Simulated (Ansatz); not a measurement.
A short molecular-dynamics run on cyclo-(H2GeO)2 (Ge₂O₂H₄).

```yaml
crystal:
  periodic: [false, false, false]
  atoms:
    - {symbol: Ge, position_ang: [-0.601474, -0.439905, 1.076031]}
    - {symbol: H, position_ang: [-1.273623, -1.836605, 1.162784]}
    - {symbol: H, position_ang: [-0.710499, 0.385311, 2.386456]}
    - {symbol: O, position_ang: [1.105071, -0.506132, 0.410801]}
    - {symbol: Ge, position_ang: [0.601493, 0.439959, -1.076012]}
    - {symbol: H, position_ang: [0.710283, -0.385605, -2.386235]}
    - {symbol: H, position_ang: [1.273756, 1.836580, -1.163163]}
    - {symbol: O, position_ang: [-1.104996, 0.506397, -0.410664]}
basis:
  gaussian: {orbitals: def2-SVP}
hamiltonian: {xc: {name: revPBE}}
md: {timestep: 1 fs, n_steps: 15, ensemble: nvt_nose_hoover, temperature: 1000, initial_velocities: maxwell_boltzmann, seed: 338}
scf: {omitted_lower_state_checks: [starts]}
```

```sh
$ ansatz run in.yaml --threads 4 --pin off --events-out ev --progress --plain --max-ram 3916MiB
```

```
step  time (fs)  potential energy (eV)  kinetic (eV)  T (K)  conserved (eV)
   0        0.0           -117169.2870        0.7756   1000    -117168.5115
   1        1.0           -117169.2453        0.7352    948    -117168.5101
   2        2.0           -117169.1444        0.6376    822    -117168.5068
   3        3.0           -117169.0342        0.5305    684    -117168.5037
   4        4.0           -117168.9625        0.4599    593    -117168.5027
   5        5.0           -117168.9452        0.4413    569    -117168.5041
   6        6.0           -117168.9616        0.4555    587    -117168.5064
   7        7.0           -117168.9767        0.4692    605    -117168.5080
   8        8.0           -117168.9639        0.4560    588    -117168.5086
   9        9.0           -117168.9125        0.4051    522    -117168.5083
  10       10.0           -117168.8275        0.3216    415    -117168.5070
  11       11.0           -117168.7323        0.2291    295    -117168.5045
  12       12.0           -117168.6676        0.1672    216    -117168.5019
  13       13.0           -117168.6727        0.1727    223    -117168.5017
  14       14.0           -117168.7500        0.2473    319    -117168.5046
  15       15.0           -117168.8553        0.3490    450    -117168.5086
```

Velocities are drawn at the set temperature; a run this short doesn't reach equilibrium.

Frames (Å, forces in eV/Å):

```xyz
8
time=0.0 fs
Ge   -0.601   -0.440    1.076   -0.089   -0.065    0.158
H    -1.274   -1.837    1.163   -0.029   -0.048    0.019
H    -0.710    0.385    2.386   -0.012    0.018    0.055
O     1.105   -0.506    0.411    0.205   -0.094    0.076
Ge    0.601    0.440   -1.076    0.089    0.065   -0.158
H     0.710   -0.386   -2.386    0.013   -0.017   -0.055
H     1.274    1.837   -1.163    0.029    0.048   -0.019
O    -1.105    0.506   -0.411   -0.205    0.094   -0.076
8
time=1.0 fs
Ge   -0.605   -0.441    1.078    0.316    0.486    0.557
H    -1.253   -1.817    1.168   -0.247   -0.477    0.065
H    -0.728    0.423    2.391    0.025   -0.219   -0.220
O     1.106   -0.506    0.410    0.161   -0.118    0.061
Ge    0.602    0.441   -1.081    0.397    0.858    0.491
H     0.708   -0.347   -2.375    0.037   -0.323   -0.535
H     1.310    1.869   -1.145   -0.275   -0.486   -0.019
O    -1.095    0.497   -0.398   -0.413    0.278   -0.401
8
time=2.0 fs
Ge   -0.609   -0.441    1.079    0.696    0.961    0.911
H    -1.234   -1.801    1.174   -0.440   -0.871    0.111
H    -0.746    0.458    2.393    0.060   -0.426   -0.432
O     1.107   -0.506    0.409    0.121   -0.138    0.042
Ge    0.603    0.442   -1.085    0.639    1.467    1.131
H     0.706   -0.311   -2.369    0.057   -0.592   -0.984
H     1.344    1.897   -1.128   -0.514   -0.871   -0.037
O    -1.086    0.488   -0.387   -0.619    0.471   -0.741
8
time=3.0 fs
Ge   -0.613   -0.441    1.081    1.003    1.237    1.206
H    -1.219   -1.794    1.181   -0.560   -1.122    0.148
H    -0.763    0.490    2.391    0.091   -0.585   -0.564
O     1.108   -0.506    0.408    0.085   -0.156    0.022
Ge    0.604    0.443   -1.089    0.819    1.820    1.616
H     0.704   -0.281   -2.372    0.062   -0.752   -1.270
H     1.372    1.916   -1.110   -0.682   -1.111   -0.067
O    -1.077    0.480   -0.375   -0.819    0.668   -1.091
8
time=4.0 fs
Ge   -0.616   -0.442    1.083    1.205    1.227    1.442
H    -1.210   -1.798    1.189   -0.575   -1.145    0.167
H    -0.779    0.516    2.384    0.114   -0.689   -0.613
O     1.109   -0.506    0.406    0.054   -0.172    0.003
Ge    0.606    0.444   -1.093    0.949    1.888    1.830
H     0.704   -0.258   -2.387    0.046   -0.755   -1.285
H     1.394    1.925   -1.094   -0.783   -1.222   -0.103
O    -1.069    0.472   -0.364   -1.010    0.867   -1.442
8
time=5.0 fs
Ge   -0.619   -0.442    1.085    1.303    0.919    1.616
H    -1.206   -1.813    1.199   -0.485   -0.929    0.162
H    -0.794    0.535    2.371    0.128   -0.733   -0.580
O     1.111   -0.506    0.405    0.024   -0.186   -0.011
Ge    0.607    0.446   -1.097    1.030    1.698    1.752
H     0.703   -0.242   -2.415    0.010   -0.610   -1.017
H     1.409    1.922   -1.078   -0.822   -1.220   -0.138
O    -1.061    0.464   -0.354   -1.188    1.060   -1.785
8
time=6.0 fs
Ge   -0.623   -0.442    1.087    1.330    0.385    1.718
H    -1.207   -1.837    1.211   -0.326   -0.544    0.137
H    -0.807    0.547    2.352    0.131   -0.711   -0.469
O     1.112   -0.506    0.404   -0.004   -0.198   -0.019
Ge    0.608    0.447   -1.101    1.051    1.314    1.469
H     0.703   -0.232   -2.452   -0.036   -0.381   -0.559
H     1.416    1.907   -1.063   -0.798   -1.108   -0.170
O    -1.054    0.457   -0.345   -1.347    1.242   -2.107
8
time=7.0 fs
Ge   -0.626   -0.442    1.090    1.333   -0.261    1.730
H    -1.211   -1.865    1.224   -0.146   -0.097    0.097
H    -0.820    0.552    2.329    0.122   -0.623   -0.283
O     1.113   -0.506    0.403   -0.032   -0.209   -0.020
Ge    0.610    0.449   -1.104    0.991    0.801    1.109
H     0.702   -0.226   -2.495   -0.080   -0.138   -0.043
H     1.415    1.882   -1.051   -0.704   -0.877   -0.195
O    -1.048    0.451   -0.338   -1.483    1.405   -2.396
8
time=8.0 fs
Ge   -0.628   -0.442    1.092    1.345   -0.920    1.640
H    -1.217   -1.895    1.237    0.019    0.320    0.052
H    -0.831    0.552    2.303    0.099   -0.468   -0.028
O     1.114   -0.507    0.402   -0.063   -0.218   -0.016
Ge    0.612    0.451   -1.107    0.833    0.194    0.772
H     0.701   -0.221   -2.538   -0.114    0.066    0.425
H     1.408    1.848   -1.040   -0.528   -0.513   -0.207
O    -1.042    0.445   -0.332   -1.591    1.539   -2.638
8
time=9.0 fs
Ge   -0.631   -0.442    1.095    1.384   -1.519    1.446
H    -1.222   -1.922    1.252    0.147    0.652    0.009
H    -0.842    0.547    2.277    0.064   -0.257    0.276
O     1.116   -0.507    0.401   -0.095   -0.225   -0.008
Ge    0.613    0.453   -1.110    0.565   -0.493    0.509
H     0.698   -0.216   -2.577   -0.135    0.213    0.792
H     1.395    1.809   -1.031   -0.263   -0.007   -0.203
O    -1.038    0.441   -0.327   -1.667    1.637   -2.821
8
time=10.0 fs
Ge   -0.633   -0.442    1.098    1.448   -2.007    1.171
H    -1.226   -1.942    1.266    0.233    0.878   -0.030
H    -0.851    0.539    2.253    0.022   -0.016    0.595
O     1.117   -0.508    0.400   -0.131   -0.229    0.002
Ge    0.615    0.456   -1.114    0.201   -1.232    0.335
H     0.694   -0.208   -2.609   -0.144    0.299    1.042
H     1.380    1.771   -1.024    0.079    0.614   -0.180
O    -1.035    0.437   -0.324   -1.709    1.692   -2.935
8
time=11.0 fs
Ge   -0.636   -0.443    1.102    1.526   -2.329    0.860
H    -1.228   -1.954    1.280    0.278    0.997   -0.062
H    -0.861    0.532    2.235   -0.019    0.208    0.872
O     1.118   -0.509    0.399   -0.168   -0.230    0.011
Ge    0.617    0.457   -1.117   -0.200   -1.929    0.254
H     0.689   -0.198   -2.631   -0.141    0.331    1.177
H     1.365    1.738   -1.019    0.441    1.252   -0.142
O    -1.032    0.435   -0.323   -1.718    1.700   -2.970
8
time=12.0 fs
Ge   -0.638   -0.443    1.105    1.602   -2.430    0.575
H    -1.227   -1.957    1.293    0.284    1.009   -0.085
H    -0.871    0.526    2.226   -0.043    0.359    1.044
O     1.119   -0.510    0.398   -0.208   -0.227    0.017
Ge    0.619    0.459   -1.120   -0.531   -2.419    0.275
H     0.682   -0.184   -2.641   -0.129    0.314    1.202
H     1.355    1.717   -1.015    0.720    1.733   -0.103
O    -1.031    0.433   -0.324   -1.695    1.660   -2.925
8
time=13.0 fs
Ge   -0.640   -0.445    1.109    1.663   -2.270    0.366
H    -1.223   -1.950    1.306    0.250    0.916   -0.097
H    -0.881    0.524    2.226   -0.038    0.394    1.062
O     1.120   -0.511    0.397   -0.249   -0.219    0.018
Ge    0.621    0.460   -1.123   -0.682   -2.521    0.421
H     0.674   -0.168   -2.640   -0.108    0.252    1.116
H     1.352    1.713   -1.012    0.808    1.874   -0.084
O    -1.030    0.433   -0.326   -1.645    1.575   -2.802
8
time=14.0 fs
Ge   -0.641   -0.446    1.112    1.709   -1.845    0.245
H    -1.217   -1.934    1.318    0.178    0.715   -0.097
H    -0.891    0.525    2.237   -0.001    0.304    0.920
O     1.120   -0.512    0.396   -0.290   -0.205    0.013
Ge    0.623    0.461   -1.125   -0.614   -2.176    0.710
H     0.666   -0.149   -2.628   -0.080    0.145    0.912
H     1.356    1.726   -1.010    0.668    1.612   -0.095
O    -1.031    0.433   -0.330   -1.569    1.450   -2.607
8
time=15.0 fs
Ge   -0.643   -0.448    1.116    1.747   -1.194    0.184
H    -1.209   -1.911    1.329    0.066    0.408   -0.082
H    -0.902    0.530    2.256    0.063    0.124    0.657
O     1.121   -0.514    0.395   -0.331   -0.186    0.003
Ge    0.624    0.462   -1.128   -0.393   -1.491    1.143
H     0.656   -0.128   -2.607   -0.047   -0.008    0.583
H     1.367    1.755   -1.008    0.368    1.055   -0.132
O    -1.033    0.435   -0.336   -1.472    1.292   -2.355
```

Run time 8 s (4 threads of Intel Xeon 6975P-C on a shared host).
